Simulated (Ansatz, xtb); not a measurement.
# Two isomers of C5H2BrN3

Structure a: `N#Cc1cncc(Br)n1`, a singlet. Structure b: `N#Cc1cnc(Br)cn1`, a singlet. Both are isolated molecules in the gas phase, relaxed with r2SCAN-D4/def2-SVP.

Task: Which of the two would you expect CCSD(T)/def2-SVP + ΔMP2/def2-TZVPP electronic energies to favour?

Result: CCSD(T)/def2-SVP + ΔMP2/def2-TZVPP gives E(b) − E(a) = −0.31 kcal/mol, slightly favouring structure b, which is too small a margin to settle the true order.

Level by level:

```json
{"level": "GFN2-xTB", "geometry": "GFN2-xTB", "E(b) − E(a) (kcal/mol)": "−0.39", "departure from the last row (kcal/mol)": "−0.07", "job, with rough time for the two": "optimisation, 0.14 s"}
{"level": "HF/STO-3G", "geometry": "GFN2-xTB", "E(b) − E(a) (kcal/mol)": "−0.33", "departure from the last row (kcal/mol)": "−0.01", "job, with rough time for the two": "single point, 0.64 s"}
{"level": "r2SCAN-D4/def2-SVP//GFN2-xTB", "geometry": "GFN2-xTB", "E(b) − E(a) (kcal/mol)": "−0.57", "departure from the last row (kcal/mol)": "−0.26", "job, with rough time for the two": "single point, 3.6 s"}
{"level": "r2SCAN-D4/def2-SVP", "geometry": "r2SCAN-D4/def2-SVP", "E(b) − E(a) (kcal/mol)": "−0.58", "departure from the last row (kcal/mol)": "−0.27", "job, with rough time for the two": "optimisation, 32 s"}
{"level": "HF/def2-SVP", "geometry": "r2SCAN-D4/def2-SVP", "E(b) − E(a) (kcal/mol)": "−0.45", "departure from the last row (kcal/mol)": "−0.14", "job, with rough time for the two": "part of the CCSD(T) run"}
{"level": "MP2/def2-SVP", "geometry": "r2SCAN-D4/def2-SVP", "E(b) − E(a) (kcal/mol)": "−0.46", "departure from the last row (kcal/mol)": "−0.14", "job, with rough time for the two": "part of the CCSD(T) run"}
{"level": "CCSD(T)/def2-SVP", "geometry": "r2SCAN-D4/def2-SVP", "E(b) − E(a) (kcal/mol)": "−0.38", "departure from the last row (kcal/mol)": "−0.07", "job, with rough time for the two": "single point"}
{"level": "CCSD(T)/def2-SVP + ΔMP2/def2-TZVPP", "geometry": "r2SCAN-D4/def2-SVP", "E(b) − E(a) (kcal/mol)": "−0.31", "departure from the last row (kcal/mol)": "", "job, with rough time for the two": "single point, 98 s"}
```

As drawn, both hold the same kinds of bond in the same numbers.

The largest departure from CCSD(T)/def2-SVP + ΔMP2/def2-TZVPP is that of r2SCAN-D4/def2-SVP, 0.27 kcal/mol. The last row adds to CCSD(T) the change of the MP2 difference between the two basis sets, here +0.07 kcal/mol.

With thermal terms from frequencies at re-optimised GFN2-xTB minima (ideal gas, soft modes damped towards free rotors, one conformer each, 298.15 K, 1 atm): the zero-point term adds +0.01 kcal/mol; ΔH is −0.31 and ΔG −0.13 kcal/mol.

The correlated steps freeze 17 core orbitals; the filled d shell of Br is correlated, in a basis made for valence electrons. Run with Ansatz 0.2.0, xtb 6.7.1; the last row on 2 threads of Intel(R) Xeon(R) 6975P-C (Granite Rapids) on a shared host.
